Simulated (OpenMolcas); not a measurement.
P V: CASPT2 settings compared

```
Program             : OpenMolcas 26.06
Basis               : ANO-L-VQZP [6s5p3d2f]
Scalar Hamiltonian  : non-relativistic, point nucleus
Active space        : 1 electron in 4 orbitals (3s 3p)
State averaging     : 2S+1 = 2 even, 1 root; 2S+1 = 2 odd, 3 roots
Spin-orbit coupling : state interaction with AMFI integrals over the reference wave functions, term energies averaged over their components
```

Methods on the same reference wave functions:
A. CASSCF
B. XMS-CASPT2, IPEA 0.75 Eh, real shift 0.15 Eh (closed shells correlated: 2s 2p)
C. XMS-CASPT2, IPEA 0.75 Eh, imaginary shift 0.25 Eh (closed shells correlated: 2s 2p)

Energies in cm⁻¹ above 3s ²S_1/2, the measured ground level; measured values from Martin, Zalubas and Musgrove, J. Phys. Chem. Ref. Data 14, 751 (1985).

```tsv
Level	A	B	C	Measured
3s ²S_1/2	0.0	0.0	0.0	0.0
3p ²P°_1/2	87271	87535	87535	88652
3p ²P°_3/2	87946	88211	88211	89447
```

Deviations, from unrounded energies. A percentage is the sum of absolute deviations over the sum of measured energies, with the sign that they share, or ± where signs differ.

```json
{"Against measurement": "mean absolute deviation (cm-1)", "Levels": "2", "A": "1400", "B": "1200", "C": "1200"}
{"Against measurement": "other configurations (%)", "Levels": "2", "A": "-1.6", "B": "-1.3", "C": "-1.3"}
```

B, C lie about equally close to measurement and A furthest from it. The largest miss of C in the table is 3p ²P°_3/2, by -1200 cm-1. The ranking rests on the paired levels alone, and a cruder setting can come out closer through cancelling errors.

Between B and C no level of the table moves by more than 5 cm-1.

The two smallest mean deviations differ by little beside CASPT2's spread within terms, so their order carries little weight.

The lowest spin-free term lies below A's lowest term by 0.031 hartree in B, 0.031 hartree in C.

With one active electron the reference holds no correlation, so core polarisation is missing (holds for A). With one active electron, CASPT2 adds the correlation within the correlated inactive shells and between them and that electron, and leaves the splitting within a term as the reference gives it (holds for B; C). Computed and measured levels are paired by configuration, term and J; levels that our copy of the source lacks, or whose pairing is in doubt (as where it misses far off the trend of its configuration), stay unpaired and out of the deviations. Only configurations of the active space appear.

° marks odd parity.
